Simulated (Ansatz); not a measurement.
The cluster Li5Sn⁻, relaxed as a triplet with UKS r2SCAN-D4/def2-TZVPD in Ansatz, starting from the r2SCAN-D4/def2-TZVPD geometry of the charge -1 singlet. Force threshold 0.02 eV/Å.

In the def2 sets Sn takes a core potential; there is no spin–orbit coupling. The highest occupied level of the charge -1 triplet lies above zero (up to 0.57 eV). It is a level of α spin, whose loss leaves a doublet; that state wasn't run at this geometry and level. The electron is either unbound and held by the finite basis, or the level is raised by self-interaction error. The relaxation made no stability test and no search for a lower SCF solution. At r2SCAN-D4/def2-TZVPD a singlet of charge -1 lies 0.12 eV below the triplet, each at its own geometry. That singlet is doubtful there (restricted singlet, unstable towards broken spin symmetry). The structure comes from a short search, and lower isomers may exist.

Start:

```xyz
6

Li   -0.815    0.237   -2.318
Li    0.553   -0.402    2.375
Li   -1.233    2.044    0.642
Li    0.970   -2.188   -0.589
Li    1.402    0.818   -0.296
Sn   -0.877   -0.509    0.186
```

Question: Estimate the energy that the relaxation releases and the steps that it takes.

Answer: 3.1 kcal/mol, in 4 steps; 16 s on 4 threads of Arm Neoverse V1 on a shared host. No frequencies were taken in this run, so the end may be a saddle point.

Question: Does the start keep its bonding and symmetry?

Answer: Bonds formed: Li1–Li4, Li2–Li3 (atoms count from 1). Point group C4v at the start, Cs at the end, both within 0.05 Å.

Question: Predict the relaxed structure.

Answer: 
Cartesian coordinates in Å:
```
Li -0.6421 -0.0468 -2.4028
Li 0.4121 -0.0907 2.4495
Li -1.1180 1.9992 0.9698
Li 0.8876 -2.1330 -0.9173
Li 1.3938 0.8132 -0.2960
Sn -0.9334 -0.5419 0.1969
```
Bond lengths (bridged metal pairs left out): 6 × Li–Li 2.98 to 3.05 Å; 5 × Li–Sn 2.66 to 2.74 Å.
